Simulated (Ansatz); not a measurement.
Born–Oppenheimer molecular dynamics of AlClFLi (4 atoms, charge 0, multiplicity 1). It goes on from the last frame of an earlier run, with new velocities.

Theory: Ansatz 0.2.0, RKS B3LYP/def2-SVP.

```json
{
 "ensemble": "NVT, Nosé–Hoover chain",
 "time step": "1 fs",
 "steps asked": "150",
 "set temperature": "300 K",
 "thermostat": "time constant 300 fs, chain length 3",
 "seed": "528750"
}
```

First frame:

```xyz
4
Properties=species:S:1:pos:R:3
Li -1.415 1.331 2.092
Al 0.003 0.166 0.231
F 0.597 -1.503 -0.184
Cl 0.923 1.668 -1.208
```

Q: How far do the bonds stretch over the last three quarters of this one trajectory? (Pairs bonded in most of those frames.)

A: 
```json
{"bond": "Li1–Al2", "mean (Å)": "2.590", "spread (Å)": "0.111", "shortest": "2.40", "longest": "2.74"}
{"bond": "Al2–F3", "mean (Å)": "1.702", "spread (Å)": "0.068", "shortest": "1.60", "longest": "1.81"}
{"bond": "Al2–Cl4", "mean (Å)": "2.181", "spread (Å)": "0.095", "shortest": "2.03", "longest": "2.31"}
```

Mean temperature of the second half: 732 K. The conserved energy stayed within 0.25 meV per atom of its start (net change -0.078 meV per atom), so the integration is sound. The mean temperature of the second half is 144 % above the set value. A run of 0.15 ps of so small a system gives no equilibrium averages.

The run took 100 s on 1 thread of Intel(R) Xeon(R) 6975P-C (Granite Rapids), on a shared host, peak memory 0.12 GiB.
